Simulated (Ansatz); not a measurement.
Frontier orbitals of `OB(F)N[SiH3]`.

```
atom    x (Å)    y (Å)    z (Å)
  O1   1.4159   0.5773   1.0201
  B2   1.2311  -0.4069   0.0968
  F3   2.2537  -1.2142  -0.2310
  N4  -0.0313  -0.5719  -0.5080
 Si5  -1.4498   0.3845  -0.1965
  H6   2.3081   0.6061   1.3709
  H7  -0.1083  -1.3158  -1.1830
  H8  -1.2277   1.8132  -0.5329
  H9  -1.8662   0.2921   1.2253
 H10  -2.5256  -0.1644  -1.0617
```

Charge 0, multiplicity 1. All single points use the PBE0-D4/def2-TZVP geometry. It is one conformer, not always the lowest. Basis def2-TZVPP, Ansatz.

Orbital energies of one run (eV). Highest occupied ones, from the top: -10.80, -12.46, -12.81, -13.56, -13.62, -13.92, -15.54, -16.05, -16.67, -17.81, -19.03, -19.46, -27.32, -31.73. Empty: 2.33, 3.30, 3.56, 3.69, 4.00, 4.18.

Problem. Which functional gave them?
A. ωB97M-V
B. LC-ωPBE
C. LDA (SPW92)
D. PBE0

Solution. B. HOMO energies: LC-ωPBE -10.80, LDA (SPW92) -6.76, ωB97M-V -10.32, PBE0 -8.02 eV.

LC-ωPBE has ω = 0.4 bohr⁻¹.
